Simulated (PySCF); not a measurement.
Compound: C₂H₇ClSi₂.
Atom-mapped SMILES: `[SiH3:1]/[CH:2]=[C:3](\[SiH3:4])[Cl:5]` (hydrogens: H6, H7, H8 on Si1; H9 on C2; H10, H11, H12 on Si4)

The same species was optimised twice, with GFN2-xTB and with PBE0-D3(BJ)/def2-SVP (PySCF), and the same property calculations (PySCF, gas phase) were run on both structures.

```tsv
coordinate	GFN2-xTB	PBE0-D3(BJ)/def2-SVP	change
Si4–H12 (Å)	1.462	1.493	+0.031
Si1–H6 (Å)	1.464	1.494	+0.030
Si1–H7 (Å)	1.464	1.494	+0.030
Si4–H11 (Å)	1.463	1.491	+0.028
Si4–H10 (Å)	1.463	1.491	+0.028
Si1–H8 (Å)	1.465	1.492	+0.027
C2=C3 (Å)	1.325	1.341	+0.016
C2–H9 (Å)	1.085	1.099	+0.014
C3–Si4 (Å)	1.891	1.886	-0.005
C3–Cl5 (Å)	1.755	1.754	-0.001
Si1–C2 (Å)	1.882	1.882	0.000
C2–C3–Si4 (°)	131.3	128.4	-2.9
C3–Si4–H11 (°)	107.1	109.1	+2.0
Si4–C3–Cl5 (°)	109.7	111.6	+1.9
C3–Si4–H10 (°)	107.3	109.1	+1.8
H6–Si1–H7 (°)	110.1	108.5	-1.6
H11–Si4–H12 (°)	111.2	110.0	-1.2
C2–Si1–H6 (°)	110.3	111.4	+1.1
C2–Si1–H7 (°)	110.4	111.5	+1.1
```

Rotational constants: A = 3311, B = 1404, C = 1009 MHz (GFN2-xTB) against A = 3319, B = 1396, C = 1006 MHz (PBE0-D3(BJ)/def2-SVP).

On the GFN2-xTB structure: HOMO (eV) -7.69 [PBE0/pcSseg-1]; LUMO (eV) -1.23 [PBE0/pcSseg-1]; dipole (D) 1.28 [PBE0/pcSseg-1]; GIAO shielding of Si1 (ppm) 433.6 [PBE0/pcSseg-1]; GIAO shielding of C2 (ppm) 45.8 [PBE0/pcSseg-1]; GIAO shielding of C3 (ppm) 26.8 [PBE0/pcSseg-1]; GIAO shielding of Si4 (ppm) 426.1 [PBE0/pcSseg-1]; GIAO shielding of Cl5 (ppm) 591.0 [PBE0/pcSseg-1].

Problem. What do these properties become on the PBE0-D3(BJ)/def2-SVP structure?

Solution. 
```csv
property,level,on GFN2-xTB,on PBE0-D3(BJ)/def2-SVP,change
HOMO (eV),PBE0/pcSseg-1,-7.69,-7.72,-0.03
LUMO (eV),PBE0/pcSseg-1,-1.23,-1.40,-0.17
dipole (D),PBE0/pcSseg-1,1.28,1.05,-0.23
"energy, GFN2-xTB geometry as zero (kcal/mol)",PBE0/pcSseg-1,0.0,-1.0,-1.0
GIAO shielding of Si1 (ppm),PBE0/pcSseg-1,433.6,430.8,-2.8
GIAO shielding of C2 (ppm),PBE0/pcSseg-1,45.8,41.3,-4.5
GIAO shielding of C3 (ppm),PBE0/pcSseg-1,26.8,23.1,-3.7
GIAO shielding of Si4 (ppm),PBE0/pcSseg-1,426.1,424.4,-1.7
GIAO shielding of Cl5 (ppm),PBE0/pcSseg-1,591.0,593.0,+2.0
```

The heavy atoms differ by 0.027 Å rms after alignment. Among all bonds Si1–H6, Si1–H7 and Si4–H12 change most and about equally (+0.030 to +0.031 Å). Changes are differences of the printed values. Neither structure is proved a minimum here.
